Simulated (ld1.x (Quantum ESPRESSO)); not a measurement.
## Transferability test, PAW potential for gallium

* Element: Ga
* Generator: ld1.x (Quantum ESPRESSO) 7.5
* Type: PAW
* Functional: PBEsol
* Relativity: scalar-relativistic
* Frozen core: [Ar]
* Valence charge: 13
* Reference configuration: 3d10 4s2 4p1
* Partial waves: 4s (bound): rcut 1.40, rcutus 1.80 bohr; 4s channel at -0.15 Ry: rcut 1.40, rcutus 1.80 bohr; 4p (bound): rcut 1.90, rcutus 2.45 bohr; 4p channel at 1.55 Ry: rcut 1.90, rcutus 2.45 bohr; 3d (bound): rcut 1.40, rcutus 1.55 bohr; 3d channel at -0.05 Ry: rcut 1.40, rcutus 1.55 bohr
* Local potential: all-electron potential smoothed inside 1.80 bohr (lloc = -1)
* Core correction: Bessel-smoothed model core inside 0.75 bohr
* Augmentation charge: PSQ, inside the norm-conserving radii

Energies are relative to the spin-unpolarised reference configuration 3d10 4s2 4p1; without spin polarisation the order of configurations can differ from experiment. Not all tests gave a result: 1 of 7 tests not solved or not reliable. Left out of the table: 3d9 4s0 4p0 (solver errors, printed error -1346 eV).

Question: Give the all-electron excitation energy and the error of the potential for: 3d10 4s2 4p0; 3d10 4s1 4p0; 3d10 4s0 4p0; 3d9 4s2 4p1; 3d10 4s2 4p1.3; 3d10 4s0 4p3.

Answer:

| valence configuration | charge | ΔE all-electron (eV) | error AE − PS (meV) |
| --- | --- | --- | --- |
| 3d10 4s2 4p0 | +1 | 5.679 | -0.8 |
| 3d10 4s1 4p0 | +2 | 26.815 | -5.5 |
| 3d10 4s0 4p0 | +3 | 57.936 | -19 |
| 3d9 4s2 4p1 | +1 | 27.710 | -230 |
| 3d10 4s2 4p1.3 | -0.3 | -0.531 | +0.1 |
| 3d10 4s0 4p3 | 0 | 13.390 | -3.2 |

Levels in the configuration 3d10 4s0 4p3:

| level | all-electron (eV) | pseudo (eV) |
| --- | --- | --- |
| 3d | -22.744 | -22.733 |
| 4p | -4.023 | -4.024 |
